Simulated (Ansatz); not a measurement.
Reaction (substitution at a C–O bond): `NB(Cl)CO` + H–F → `NB(Cl)CF` + H₂O

Computed with Ansatz on PBE0-D4/def2-TZVP structures; ΔE is electronic, products minus reactants. CCSD(T)/CBS is the MP2 limit (def2-TZVPP, def2-QZVPP) plus CCSD(T) − MP2 in def2-TZVPP, frozen cores. This one scheme is used for every species. Functionals use def2-TZVPP. B3LYP here is the variant with VWN-RPA as its local correlation; programs differ in this. One conformer a species, not always the lowest.

CCSD(T)/CBS gives +12.6 kJ/mol.

Problem. Another level gave +12.7 kJ/mol. Which?
A. B3LYP/def2-TZVPP
B. MP2/def2-TZVPP
C. SCS-MP2/def2-TZVPP
D. B2PLYP/def2-TZVPP

Solution. C. SCS-MP2/def2-TZVPP 12.7, B2PLYP 7.9, B3LYP 3.6, MP2/def2-TZVPP 17.0 kJ/mol.

Largest T1 diagnostic among the species: 0.011.

In def2-TZVPP, CCSD(T) changes the Hartree–Fock value by +11.8 kJ/mol (the triples alone add +1.5 kJ/mol) and MP2 by +15.8 kJ/mol.
